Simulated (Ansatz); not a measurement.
Basis sets compared for the cluster Li3Al3 (the lowest singlet isomer of a short search). Charge 0, multiplicity 1. Geometry PBE-D4/def2-SVP. Ansatz on 4 threads of Arm Neoverse V1 on a shared host; times are rough, and most runs start from earlier orbitals.

```xyz
6

Li   -1.8134   -0.3502    0.2808
Li   -0.3769    0.3410   -2.8350
Li    0.6347    0.9608    1.9754
Al    0.7621   -1.7244    1.7565
Al    0.6886   -0.8718   -0.6114
Al    0.1047    1.6447   -0.5663
```

The restricted singlet is unstable towards broken spin symmetry in Hartree–Fock (as tested in another run); at PBE-D4/def2-SVP, PBE-D4/def2-TZVP, PBE-D4/def2-TZVPD, r2SCAN-D4/def2-TZVP and others this wasn't settled. The structure comes from a short search, and lower isomers may exist.

Binding counts from free atoms (Li doublet, Al doublet) in the same basis, without a counterpoise term.

```tsv
level	functions	energy (Eh)	HOMO (eV)	LUMO (eV)	binding per atom (eV)	wall time
PBE-D4/def2-SVP	81	-749.1250	-3.19	-2.54	1.54	1.1 s
PBE-D4/def2-TZVP	153	-749.3995	-3.18	-2.53	1.50	1.5 s
r2SCAN-D4/def2-TZVP	153	-749.7567	-3.24	-2.48	1.48	3.4 s
PBE0-D4/def2-SVP	81	-749.1924	-3.81	-2.01	1.45	1.2 s
PBE0-D4/def2-TZVP (with forces)	153	-749.4624	-3.79	-2.00	1.43	2.5 s
```

Q: Estimate the rows for PBE-D4/def2-TZVPD, r2SCAN-D4/def2-TZVPD, PBE0-D4/def2-TZVPD.

A: 
```json
{"level": "PBE-D4/def2-TZVPD", "functions": "180", "energy (Eh)": "-749.4007", "HOMO (eV)": "-3.18", "LUMO (eV)": "-2.54", "binding per atom (eV)": "1.51", "wall time": "2.5 s"}
{"level": "r2SCAN-D4/def2-TZVPD", "functions": "180", "energy (Eh)": "-749.7579", "HOMO (eV)": "-3.23", "LUMO (eV)": "-2.47", "binding per atom (eV)": "1.49", "wall time": "4.4 s"}
{"level": "PBE0-D4/def2-TZVPD", "functions": "180", "energy (Eh)": "-749.4636", "HOMO (eV)": "-3.79", "LUMO (eV)": "-2.00", "binding per atom (eV)": "1.43", "wall time": "2.9 s"}
```
